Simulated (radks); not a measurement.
Results of a calculation; reference values are marked as such.
Task: Excited configurations of Kr III: one electron is placed in a higher orbital outside [Ar] 3d10 4s2 4p3. The ground configuration is [Ar] 3d10 4s2 4p4. Code: a radial shooting solver on a logarithmic mesh with Libxc functionals. Model: scalar-relativistic Kohn-Sham, PBE, spin-polarised, spherical densities, finite nucleus; open shells are filled with parallel spins first; Fermi nuclear charge, rms radius 4.1884 fm. Excitation = E - E(ground); binding = E(ion) - E, where the ion is the core of charge +3; n* = 3/sqrt(2 binding) in atomic units, and the quantum defect is n - n*.

outer orbital  excitation (eV)  binding (eV)     n*  quantum defect  eigenvalue (eV)  <r> (bohr)
4d                      16.569        18.827  2.550           1.450          -14.571       2.522
4f                      27.018         8.378  3.823           0.177           -6.554       5.265
6d                      29.423         5.973  4.528           1.472           -5.086       9.752
6f                      31.388         4.009  5.527           0.473           -3.415       13.90
7s                      29.377         6.019  4.510           2.490           -5.257       10.59
7p                      30.110         5.286  4.813           2.187           -4.599       11.79

Estimate the row for 5s.

Result: excitation (eV) 17.379; binding (eV) 18.017; n* 2.607; quantum defect 2.393; eigenvalue (eV) -15.242; <r> (bohr) 3.571. The Delta-SCF ionisation energy is 35.396 eV (NIST Atomic Spectra Database: 35.84 eV, measured). Self-interaction in the functional shifts the binding energies and quantum defects, so they are the method's values and not measured ones. Open shells are spherical and high-spin; term and fine-structure splittings are not resolved.
